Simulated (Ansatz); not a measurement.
Frontier orbitals of FGeH$_{5}$OSi (`F[SiH2][O][GeH3]`).

Total charge 0; spin multiplicity 1. Correlated methods include outer-core shells of Ge, which these sets cover unevenly. Scalar relativity is left out up to krypton. Geometry: relaxed with PBE0-D4/def2-TZVP. It is one conformer, not always the lowest. Basis def2-TZVPP, the Gaussian-basis code of Ansatz.

```json
{"functional": "LDA (SPW92)", "HOMO (eV)": "-7.44", "LUMO (eV)": "-1.31", "gap (eV)": "6.13"}
{"functional": "PBE", "HOMO (eV)": "-7.37", "LUMO (eV)": "-1.02", "gap (eV)": "6.35"}
{"functional": "r2SCAN", "HOMO (eV)": "-7.73", "LUMO (eV)": "-0.67", "gap (eV)": "7.06"}
{"functional": "PBE0", "HOMO (eV)": "-8.82", "LUMO (eV)": "-0.13", "gap (eV)": "8.69"}
{"functional": "CAM-B3LYP", "HOMO (eV)": "-10.25", "LUMO (eV)": "0.87", "gap (eV)": "11.12"}
{"functional": "ωB97M-V", "HOMO (eV)": "-11.11", "LUMO (eV)": "1.67", "gap (eV)": "12.78"}
```

From PBE to PBE0 the HOMO moves by −1.45 eV and the LUMO by +0.89 eV, and with ωB97M-V by −3.74 and +2.68 eV, so the gap grows from 6.35 to 12.78 eV with exact exchange. A positive LUMO is unbound and depends on the basis.
